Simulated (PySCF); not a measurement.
## Stretching MgI⁺

Set-up: PySCF, scalar-relativistic core potentials, basis sets Mg aug-cc-pVDZ, I aug-cc-pVDZ-PP with ECP28. Energies in eV from Mg⁺ + I in their ground configurations at the same level. State: ¹Σ⁺ (singlet), closed shell.

Curves on a restricted Hartree–Fock reference rise too fast on stretching and do not dissociate correctly.

| R (Å) | RHF-CCSD(T) | r²SCAN |
| --- | --- | --- |
| 2.133 |  | -1.366 |
| 2.232 | -1.717 | -1.910 |
| 2.331 | -2.054 | -2.209 |
| 2.406 | -2.181 | -2.314 |
| 2.480 | -2.228 | -2.342 |
| 2.554 | -2.212 | -2.312 |
| 2.654 | -2.121 | -2.204 |
| 2.778 | -1.934 | -1.999 |
| 2.926 | -1.652 | -1.695 |
| 3.125 |  | -1.261 |

Q: Put a parabola through the three lowest points of the RHF-CCSD(T) curve and estimate Re, k and ωe (reduced mass 20.17 u; 1 eV/Å² = 0.16022 mdyn/Å; ωe = 1302.8·√(k/μ) cm⁻¹).

A: Through R = 2.406, 2.48, 2.554 Å the second-order coefficient is 5.75 eV/Å², so Re ≈ 2.498 Å, k ≈ 1.84 mdyn/Å and ωe ≈ 394 cm⁻¹. A polynomial fit of higher order to the unrounded RHF-CCSD(T) energies gives Re = 2.496 Å, k = 1.68 mdyn/Å, ωe = 376 cm⁻¹; anharmonicity and rounding make the difference.

The higher-order fit for each curve: RHF-CCSD(T): Re = 2.496 Å, ωe = 376 cm⁻¹, De = 2.23 eV; r²SCAN: Re = 2.475 Å, ωe = 381 cm⁻¹, De = 2.34 eV.

Correlated steps freeze 5 core orbitals. Correlated levels converge slowly with the basis: in double zeta they bind strong bonds too weakly, by up to about 1 eV, and carry superposition errors of some tenths. These are scalar-relativistic numbers at best; spin–orbit coupling would shift them, the dissociation energy most. For an ion De counts to the pair picked by the measured ionisation energies or electron affinities, which need not be the lowest pair at this level. Where the molecule has an RHF reference, its open-shell atoms are computed with UHF.
